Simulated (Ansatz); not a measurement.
System: C₂H₃Cl₂ (charge 0, doublet). It need not be the lowest isomer of its formula. 
Geometry from a B3LYP-D3(BJ)/def2-TZVP (Ansatz, a program for electronic structure) optimisation:
```
C
H 1 1.0853
H 1 1.0862 2 111.05
C 1 1.4532 2 113.14 3 -126.40
H 4 1.0794 1 122.52 2 162.37
Cl 4 1.7043 5 115.31 1 -164.09
Cl 1 1.8644 2 104.59 3 112.06
```
Charge 0, spin multiplicity 2.

Basis-set convergence of Hartree-Fock and MP2 correlation energies (hartree) with Ansatz. Correlated levels leave the core frozen unless marked. Open shells are spin-unrestricted. Spin-orbit coupling is left out. Non-relativistic.

```tsv
basis	functions	E(HF)	E(corr, MP2)
aug-cc-pV(D+d)Z	137	-996.46269	-0.56519
aug-cc-pV(T+d)Z	271	…	…
```

**Question.** What belongs in the gaps?

**Answer.** 
- aug-cc-pV(T+d)Z, E(HF): -996.50815
- aug-cc-pV(T+d)Z, E(corr, MP2): -0.70513
